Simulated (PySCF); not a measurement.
Si(CF3)(Cl)2(H) (CHCl₂F₃Si), SMILES FC(F)(F)[SiH](Cl)Cl.

The structure is a stationary point at ωB97X-D3(BJ)/def2-SVP.

Method: r2SCAN/def2-TZVP in PySCF.

Gas-phase values at a fixed geometry.

Question: Estimate the frontier levels, gap, dipole moment and polarisability. (Estimate from the structure and the level; the computed values follow.)

Answer: 
- highest occupied level: -8.31 eV
- lowest empty level: -0.99 eV
- orbital gap: 7.32 eV
- dipole moment: 1.40 D
- quadrupole, principal values (traceless, Buckingham form, about the centre of nuclear charge): -2.36, -0.18, 2.54 D·Å
- mean static polarisability: 60.4 bohr³ (8.95 Å³)
- polarisability, principal values: 52.3, 60.8, 68.1 bohr³
